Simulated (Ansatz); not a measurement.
Total energies of GeHCl₃ from Ansatz at PBE-D4/def2-TZVPD, gas phase (1 Eh = 27.2114 eV = 2625.5 kJ/mol). The reference geometry is relaxed at PBE0-D4/def2-SVP.

Cartesian coordinates in Å:
```
Ge -0.1028 0.0717 -0.0736
H -1.1797 0.8202 -0.8541
Cl -0.4493 -2.0352 -0.1507
Cl -0.0975 0.6788 1.9752
Cl 1.8293 0.4645 -0.8968
```

```tsv
state	geometry	energy (Eh)
charge 0 singlet	reference	-3457.50701
charge -1 doublet	reference	-3457.51529
free Ge atom (triplet)	–	-2076.60198
free H atom (doublet)	–	-0.49962
free Cl atom (doublet)	–	-459.95933
```

(1) Work out the vertical electron affinity, to the doublet.

(2) What is the binding energy per atom against free atoms?

(1) E(charge 0 singlet) − E(charge -1 doublet) = -3457.50701 − (-3457.51529) = 0.00828 Eh = 0.23 eV.

(2) Atoms: 1 × (-2076.60198) + 1 × (-0.49962) + 3 × (-459.95933) = -3456.97959 Eh. Binding: -3456.97959 − (-3457.50701) = 0.52742 Eh = 14.35 eV, or 2.87 eV for each of 5 atoms (no zero-point energy, no counterpoise term).

At PBE-D4/def2-TZVPD the highest occupied level of the charge -1 doublet lies above zero (up to 1.91 eV). Energy differences disagree on whether the electron is bound (positive means bound): 0.23 eV (vertical, against the charge 0 singlet, at PBE-D4/def2-TZVPD), but -0.19 eV at LC-ωPBE (ω = 0.10 bohr⁻¹)/def2-TZVP.
